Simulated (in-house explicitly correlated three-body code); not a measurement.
Computed with an exponentially correlated three-body code. Model: two electrons around a point charge, non-relativistic, variational in 260 exponentially correlated functions (energies converged to about 1e-7 hartree, or 1e-8 relative for large Z).

Command:
```bash
python run_hyl.py task.json out
```
Settings (lengths in bohr, energies in hartree):
```
Z                      5
screening              0.025
interaction_strength   1
functions              260
states_tried           13
```

Run time, properties included: 42 s on 1 thread of Intel(R) Xeon(R) 6975P-C (Granite Rapids) (shared host).

**Those bound S and P states to n = 4 that converged, binding against the one-electron ion.**

Given: nuclear charge 5; Yukawa screening of all interactions 0.025 1/bohr.

Computed: one-electron threshold -12.3754672 hartree.

```csv
term,energy (hartree),binding (eV)
1 1S,-21.8068321,256.64
2 3S,-14.5110211,58.111
2 1S,-14.3557671,53.887
2 3P,-14.3500645,53.732
2 1P,-14.254306,51.126
3 3S,?,?
3 1S,-13.19145,22.204
3 3P,-13.1892322,22.144
3 1P,-13.1619995,21.403
4 3S,-12.8085826,11.786
4 1S,-12.792177,11.339
4 3P,?,?
4 1P,-12.7798214,11.003
```

(1) What belongs in the row 3 3S?

(2) What belongs in the row 4 3P?

**Converged states only, values per electron or pair (inverse distances are <exp(-kr)/r>).**

```csv
term,mean r (bohr),mean r squared (bohr²),mean inverse r (1/bohr),mean r12 (bohr),mean inverse r12 (1/bohr),mean cosine,mean p1 dot p2 (bohr⁻²),delta r1 (bohr⁻³),delta r12 (bohr⁻³)
1 1S,0.32456,0.14198,4.6627,0.48245,2.7898,-0.026436,0.5527,34.758,3.3126
2 3S,0.82738,1.1286,3.0059,1.4026,0.81646,-0.0084158,0.038782,21.59,-
2 1S,0.87321,1.2798,2.9843,1.4816,0.91081,-0.011579,0.046184,21.409,0.50463
2 3P,0.74897,0.92368,2.9867,1.2624,0.94588,-0.066016,-1.2634,19.652,-
2 1P,0.78369,1.023,2.9706,1.2953,0.97661,0.031849,1.1517,19.942,0.11026
3 3S,1.7299,5.7271,2.7059,3.1795,0.37772,-0.0026773,0.011094,20.368,-
3 1S,1.7979,6.2304,2.7002,3.3124,0.4024,-0.003673,0.014013,20.331,0.14755
3 3P,1.6765,5.4326,2.7006,3.0767,0.41036,-0.016636,-0.30421,19.832,-
3 1P,1.7268,5.7891,2.6961,3.1685,0.42092,0.0081205,0.30965,19.902,0.036439
4 3S,?,?,?,?,?,?,?,?,-
4 1S,3.1085,19.756,2.6013,5.9265,0.21824,-0.0015636,0.0058969,20.075,0.061194
4 3P,?,?,?,?,?,?,?,?,-
4 1P,3.0563,19.22,2.5996,5.8215,0.22579,0.003215,0.12513,19.896,0.015762
```

(3) What belongs in the row 4 3S?

(4) What belongs in the row 4 3P?

**Electric-dipole lines between converged S and P states, rate of the upper state's decay.**

```csv
s state,p state,p minus s (eV),oscillator strength from s,rate (1/s)
1 1S,2 1P,205.51,0.60847,3.7172e+11
1 1S,3 1P,235.24,0.13486,1.0794e+11
1 1S,4 1P,245.64,0.051346,4.4811e+10
2 1S,2 1P,2.7609,0.11472,1.2648e+07
2 1S,3 1P,?,?,?
2 1S,4 1P,42.884,0.086233,2.2938e+09
3 1S,2 1P,-28.922,-0.068471,2.4852e+09
3 1S,3 1P,0.80139,0.20002,1.8581e+06
3 1S,4 1P,11.201,0.35338,6.4127e+08
4 1S,2 1P,-39.787,-0.014336,9.8469e+08
4 1S,3 1P,?,?,?
4 1S,4 1P,0.33621,0.28127,459880
2 3S,2 3P,4.3799,0.16296,4.5217e+07
2 3S,3 3P,35.968,0.29019,5.43e+09
2 3S,4 3P,46.803,0.078268,2.4799e+09
3 3S,2 3P,-30.413,-0.075375,3.0252e+09
3 3S,3 3P,1.1746,0.27353,5.4582e+06
3 3S,4 3P,12.01,0.30703,6.406e+08
4 3S,2 3P,-41.946,-0.015133,1.1553e+09
4 3S,3 3P,-10.358,-0.16972,7.901e+08
4 3S,4 3P,0.47779,0.37933,1.2525e+06
```

(5) What belongs in the row 2 1S 3 1P?

(6) What belongs in the row 4 1S 3 1P?

**Static dipole response.**

```tsv
state	polarisability (bohr³)
1 1S	0.019647
2 1S	11.482
2 3S	6.5423
```

## Answers

(1) energy (hartree): -13.232397; binding (eV): 23.318.

(2) energy (hartree): -12.7910243; binding (eV): 11.308.

(3) mean r (bohr): 3.0167; mean r squared (bohr²): 18.546; mean inverse r (1/bohr): 2.6037; mean r12 (bohr): 5.7442; mean inverse r12 (1/bohr): 0.20852; mean cosine: -0.0011333; mean p1 dot p2 (bohr⁻²): 0.0045528; delta r1 (bohr⁻³): 20.087.

(4) mean r (bohr): 2.989; mean r squared (bohr²): 18.346; mean inverse r (1/bohr): 2.6014; mean r12 (bohr): 5.6902; mean inverse r12 (1/bohr): 0.22127; mean cosine: -0.0065869; mean p1 dot p2 (bohr⁻²): -0.1185; delta r1 (bohr⁻³): 19.869.

(5) p minus s (eV): 32.484; oscillator strength from s: 0.33255; rate (1/s): 5.0755e+09.

(6) p minus s (eV): -10.063; oscillator strength from s: -0.15156; rate (1/s): 6.6602e+08.
